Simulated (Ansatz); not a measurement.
`[CH3][GeH]([F])[F]` + CH₃NH₂ → `C[NH][GeH]([F])[F]` + CH₄ at 400 K and 1 bar (ligand exchange at a Ge–C bond).

Program: Ansatz. Geometries: PBE0-D4/def2-TZVP. ΔE: electronic, gas phase. CCSD(T)/CBS adds triple-zeta CCSD(T) − MP2 to the extrapolated MP2 energy (def2 sets, frozen cores). This one scheme is used for every species. For Ge outer-core shells are correlated without core-valence functions, which leaves a few kJ/mol of doubt a bond. Scalar relativity is left out up to krypton. One conformer a species, not always the lowest.

```
             species  CCSD(T)/CBS energy (Eh)  H − E (kJ/mol)  S (J/(mol·K))
`[CH3][GeH]([F])[F]`              -2316.24489           157.3          353.1
              CH₃NH₂                -95.75281           185.4          256.0
`C[NH][GeH]([F])[F]`              -2371.54669           209.9          389.6
                 CH₄                -40.46206           131.3          197.2
```

H − E and S are ideal-gas, rigid-rotor, harmonic terms from PBE0-D4/def2-TZVP, for one conformer and one mirror image of each species. 1 Eh = 2625.50 kJ/mol, R = 8.31446 J/(mol·K).

Task: By hand: ΔE, ΔH, ΔS and ΔG.

Result: ΔE = (-2371.54669) + (-40.46206) − (-2316.24489) − (-95.75281) = -0.01105 Eh = -29.0 kJ/mol. Δ(H − E) = 209.9 + 131.3 − 157.3 − 185.4 = -1.5, so ΔH = -30.5 kJ/mol. ΔS = 389.6 + 197.2 − 353.1 − 256.0 = -22.3 J/(mol·K). ΔG = -30.5 − 400 × (-22.3)/1000 = -21.6 kJ/mol.

Task: By hand: the equilibrium constant, and the temperature at which ΔG would vanish if ΔH and ΔS stayed fixed.

Result: log₁₀ K = −ΔG/(RT ln 10) = 2.8. ΔG = 0 at ΔH/ΔS = 1368 K.

ΔH outweighs TΔS. A doubt of 5 kJ/mol in ΔE shifts log₁₀ K by 0.7 here. Other conformers and mirror images would add mixing entropy, several J/(mol·K) or more a flexible species. These are equilibria of isolated gas molecules and say nothing of rates. Largest T1 diagnostic: 0.012 (customary marks: 0.02 for closed shells, 0.045 for open ones).
